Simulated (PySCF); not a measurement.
Gas-phase reaction: 2 GaH(CH3)2 = Ga2H6 + 2 C2H4

Energies from PySCF, thermal terms from the rigid-rotor harmonic-oscillator model, ideal gas at 1 bar. † marks an energy on the PBE0/def2-TZVP geometry and frequencies; other levels use their own. CCSD(T) freezes the core. 6-31G* has spherical d functions here. All species are closed-shell singlets. B3LYP is the form with VWN-RPA correlation. Ga: all electrons, no relativistic terms. GaH(CH3)2, Ga2H6: computed as isolated molecules; such fragments, hydroxides, amides, oligomers or adducts are transient or little studied in the gas. CCSD(T) isn't extrapolated to the basis-set limit.

| level | ΔH°(298 K), kJ |
|---|---|
| B3LYP/6-31G* | [?] |
| CCSD(T)/def2-SVP† | 183 |
| CCSD(T)/def2-TZVPP† | 205 |
| HF/6-31G* | [?] |
| HF/def2-TZVP† | 176 |
| M06-2X/def2-TZVP† | [?] |
| PBE0/def2-QZVP† | 225 |
| r2SCAN/def2-TZVP† | 210 |
| LDA/def2-TZVP† | 230 |
| ωB97M-V/def2-TZVP† | [?] |

Some entries are withheld; supply them.


- B3LYP/6-31G*, ΔH°(298 K), kJ: 213
- HF/6-31G*, ΔH°(298 K), kJ: 204
- M06-2X/def2-TZVP†, ΔH°(298 K), kJ: 225
- ωB97M-V/def2-TZVP†, ΔH°(298 K), kJ: 213
